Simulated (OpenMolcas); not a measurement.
Ta4+ (d1) among equal point charges was computed by CASSCF with the d shell active (OpenMolcas, ANO-RCC-VDZP on the metal). Its lowest spin-free states, and all those of the highest spin:

| 2S+1 | Degeneracy | E (cm-1) |
| --- | --- | --- |
| 2 | 2 | 0.0 |
| 2 | 1 | 5213 |
| 2 | 2 | 25362 |

Is the site octahedral, tetrahedral or cube-like, axial, or of lower symmetry?

The states with 2S+1 = 2 have orbital degeneracies 2, 1, 2. There are pairs but no triples, so the site is axial: not cubic, but with a proper or improper axis of order three or more. The run had Ta4+ among 6 point charges of -1.7 e arranged as a trigonal antiprism (D3d), 1.93 Å from the ion, with a polar angle of 49.3° against the regular 54.74°.

An orbital doublet at a regular site is open to a Jahn-Teller distortion, which this geometry leaves out. This is an electrostatic model: the charges have no orbitals. No measured value stands beside these numbers.
